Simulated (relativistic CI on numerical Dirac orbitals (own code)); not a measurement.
## P I: q coefficients

Calculated at this level of theory: Dirac-Coulomb-Breit CI, orbitals from a KLI potential per configuration, valence Slater integrals scaled by 0.85, P86 correlation energy added to each configuration, derivatives by finite differences, QED left out (own radial code, finite nucleus).

CI space (outside the closed core [Ne]): 3s²3p³, 3s²3p²4s, 3s3p⁴, 3s²3p²4p, 3s²3p²3d, 3s²3p3d², 3p⁵, 3s²3p²4d. Levels of other configurations are missing.

With x = (α/α₀)² − 1 an excitation energy changes as ω = ω₀ + qx; K = 2q/ω₀ is the relative enhancement. Terms are leading LS components, so labels can repeat.

Lowest level 3s²3p³ ⁴S°3/2.

| Level | ω₀ (cm⁻¹) | q (cm⁻¹) |
| --- | --- | --- |
| 3s²3p³ ²D°3/2 | 12752.8 | -37.75 |
| 3s²3p³ ²D°5/2 | 12774.0 | 0.3965 |
| 3s²3p³ ²P°1/2 | 17075.4 | 22.77 |
| 3s²3p³ ²P°3/2 | 17097.5 | 65.97 |
| 3s²3p²4s ⁴P1/2 | 57686.6 | -452.4 |
| 3s²3p²4s ⁴P3/2 | 57842.4 | -293.9 |
| 3s²3p²4s ⁴P5/2 | 58100.0 | -34.35 |
| 3s²3p²4s ²P1/2 | 59922.4 | -369.6 |
| 3s²3p²4s ²P3/2 | 60230.4 | -61.03 |
| 3s3p⁴ ⁴P5/2 | 63359.8 | 303.5 |
| 3s3p⁴ ⁴P3/2 | 63534.1 | 478.9 |
| 3s3p⁴ ⁴P1/2 | 63635.6 | 579.7 |
| 3s²3p²4p ²S°1/2 | 66094.9 | -165.4 |

Correlation outside the listed configurations is missing or only estimated: errors of thousands of cm⁻¹ between configurations and terms are usual at this charge. Rates and lifetimes follow the computed energies and can be off by large factors. The fine structure of a lone outer electron comes out too small, for d and f at times inverted, and misplaced configurations move strength between like terms.

Q: Which transition from the lowest level has the largest |K|?

A: 3s3p⁴ ⁴P1/2 at 63635.6 cm⁻¹, K = 0.0182.
